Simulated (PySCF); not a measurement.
SeF3, SMILES F[Se+](F)F, charge +1. Atoms are numbered in the order given.

```xyz
4

Se     0.0000     0.0000     0.3686
F      1.2672    -0.7316    -0.4641
F     -1.2672    -0.7316    -0.4641
F      0.0000     1.4633    -0.4641
```
Charge +1, spin multiplicity 1.

Coordinates come from a TPSSh-D3(BJ)/def2-SVP optimisation. The multiplicity is an assumed one; other spin states were not compared. The isomer is the one that the SMILES or the coordinates give; other isomers of the formula were not compared.

Two levels are set side by side: PBE/pcSseg-2 (PySCF) and KT2/pcSseg-2 (PySCF). GIAO shifts against CFCl3 (¹⁹F), Me2Se (⁷⁷Se) at the same level; non-relativistic, no solvent, atoms listed together averaged. Differences are taken from unrounded values.

```tsv
quantity	PBE
δ(⁷⁷Se) of Se1 (ppm)	1357.7
δ(¹⁹F) of F2, F3, F4 (ppm)	84.2
```

Task: These are the PBE values. What does KT2 give? (An estimate is asked for; the answer gives what the named calculation found.)

Result: 
| quantity | KT2 | PBE minus KT2 |
|---|---|---|
| δ(⁷⁷Se) of Se1 (ppm) | 1316.9 | 40.8 |
| δ(¹⁹F) of F2, F3, F4 (ppm) | 72.2 | 12.0 |

Rough cost on one machine, each run with all the roots and properties that it gave: KT2 against PBE within a factor of 2.
